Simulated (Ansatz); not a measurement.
Consider the redistribution: `[NH2][W](=[O])(=[O])[Cl]` + `F[SiH2][GeH3]` → `[O]=[W](=[O])([F])[Cl]` + `N[SiH2][GeH3]`.

Gas-phase electronic energies from Ansatz, PBE0-D4/def2-TZVP geometries. CCSD(T)/CBS adds triple-zeta CCSD(T) − MP2 to the extrapolated MP2 energy (def2 sets, frozen cores). Functionals use def2-TZVPP. B3LYP here is the variant with VWN-RPA as its local correlation; programs differ in this. Elements past krypton have def2 core potentials. For Ge, W outer-core shells are correlated without core-valence functions, which leaves a few kJ/mol of doubt a bond. Scalar relativity is left out up to krypton. Each species was taken in one conformer, which may not be the lowest.

Q: Is it downhill or uphill in electronic energy at CCSD(T)/CBS, and by how much? (Best estimate.)

A: Computed: Uphill: ΔE = +50.5 kJ/mol.

Q: What do these levels give: BLYP-D4, r2SCAN-D4, ωB97X-V, ωB97M-V, PBE0, B3LYP? (Best estimate.)

A: Ansatz gave: BLYP-D4 40.7, r2SCAN-D4 38.5, ωB97X-V 40.5, ωB97M-V 42.1, PBE0 41.1, B3LYP 44.3 kJ/mol.

Largest T1 diagnostic among the species: 0.022, so the coupled-cluster value is less sure than usual.

From r2SCAN to r2SCAN0 (25 % exact exchange), in def2-TZVPP and without D4, ΔE moves by +4.6 kJ/mol. Leaving LDA and LC-ωPBE aside and taking each functional with its dispersion term where it has one, the values, not all of them listed here, spread over 15.5 kJ/mol, from revPBE-D4 to BHLYP-D4. LDA lies +4.0 kJ/mol from PBE without D4.
